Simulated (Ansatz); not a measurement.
Total energies of the cluster Mg₃Te₃ from Ansatz at PBE0-D4/def2-TZVP, gas phase (1 Eh = 27.2114 eV = 2625.5 kJ/mol). The reference geometry is relaxed at PBE0-D4/def2-SVP.

| atom | x (Å) | y (Å) | z (Å) |
| --- | --- | --- | --- |
| Mg1 | 1.7247 | 0.0329 | 0.9361 |
| Mg2 | -0.3038 | -1.2732 | -1.4624 |
| Mg3 | -1.4157 | 1.2370 | 0.5237 |
| Te4 | 2.1547 | -1.8981 | -0.7887 |
| Te5 | 0.4610 | 1.9428 | 2.2176 |
| Te6 | -2.6209 | -0.0415 | -1.4263 |

```csv
state,geometry,energy (Eh)
charge 0 singlet,reference,-1404.34210
charge 1 doublet,reference,-1404.05829
charge 0 triplet,relaxed at PBE0-D4/def2-SVP,-1404.25882
charge 0 quintet,relaxed at PBE0-D4/def2-SVP,-1404.20831
free Mg atom (singlet),–,-199.96078
free Te atom (triplet),–,-267.99464
```

In the def2 sets Te takes a core potential; there is no spin–orbit coupling.

Work out the vertical ionisation energy to the doublet.

E(charge 1 doublet) − E(charge 0 singlet) = -1404.05829 − (-1404.34210) = 0.28381 Eh = 7.72 eV. For comparison, −ε of the highest occupied level is 6.31 eV at this level, 1.41 eV less.

Which of the charge 0 states is lowest, and how far above it are the others?

The singlet. triplet: -1404.25882 − (-1404.34210) = 0.08328 Eh = 218.7 kJ/mol; quintet: -1404.20831 − (-1404.34210) = 0.13379 Eh = 351.3 kJ/mol. The triplet differs in its bonds from the reference. The quintet differs in its bonds from the reference.

What is the binding energy per atom against free atoms?

Atoms: 3 × (-199.96078) + 3 × (-267.99464) = -1403.86626 Eh. Binding: -1403.86626 − (-1404.34210) = 0.47584 Eh = 12.95 eV, or 2.16 eV for each of 6 atoms (no zero-point energy, no counterpoise term).

The structure comes from a short search, and lower isomers may exist.
